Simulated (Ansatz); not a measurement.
Geometry optimisation, Ansatz, RKS r2SCAN-D4/def2-SVP.

Input file:

```yaml
crystal:
  periodic: [false, false, false]
  atoms:
    - { symbol: B, position_ang: [0.0, 0.0, 0.0] }
    - { symbol: Cl, position_ang: [0.0, 0.0, 2.21] }
    - { symbol: F, position_ang: [1.1431, 0.0, -0.66] }
    - { symbol: F, position_ang: [-1.1431, 0.0, -0.66] }
    - { symbol: O, position_ang: [0.0715, -1.6212, 0.5392] }
    - { symbol: H, position_ang: [-0.475, -2.2058, -0.077] }
    - { symbol: H, position_ang: [0.053, -1.2026, 1.6085] }
basis:
  gaussian: { orbitals: def2-SVP }
hamiltonian:
  xc: r2scan
  dispersion: d4
relax:
  f_tol: 0.15
  max_steps: 25
  restrain:
    - { distance: [0, 4], at: 1.41, k: 30.0 }
    - { distance: [6, 1], at: 1.37, k: 30.0 }
    - { distance: [0, 1], at: 3.06, k: 30.0 }
    - { distance: [6, 4], at: 2.21, k: 30.0 }
```

Run as:

```bash
$ ansatz run input.yaml --threads 2 --pin off --max-ram 3072MiB --backend cpu --events-out ev --progress --plain --runs-dir out
```

Where does it end, and by what steps?

The run converged. The restraints hold the end off the free minimum. After 8 steps the energy has fallen by 2.762 eV (the restraints' own energy left out); B1 moved furthest, 0.61 Å.

| step | energy less start (eV) | largest force component (eV/Å) | accepted |
| --- | --- | --- | --- |
| 0 | 0.0000 | 5.901 | yes |
| 1 | -0.9218 | 6.380 | yes |
| 2 | -1.8473 | 5.256 | yes |
| 3 | -2.5423 | 1.179 | yes |
| 4 | -2.6322 | 1.348 | yes |
| 5 | -2.6434 | 1.484 | yes |
| 6 | -2.7443 | 1.034 | yes |
| 7 | -2.7280 | 1.310 | no |
| 8 | -2.7615 | 0.912 | yes |

```xyz
7
Properties=species:S:1:pos:R:3
B 0.027 -0.449 -0.410
Cl -0.171 0.052 2.607
F 1.142 0.253 -0.446
F -1.109 0.099 -0.821
O 0.103 -1.768 -0.007
H -0.758 -2.210 -0.009
H 0.415 -1.007 2.046
```

Time of the run: 29 s on 2 threads of Intel(R) Xeon(R) Platinum 8259CL CPU @ 2.50GHz (Skylake/Cascade Lake), on a shared host, peak memory 0.18 GiB.
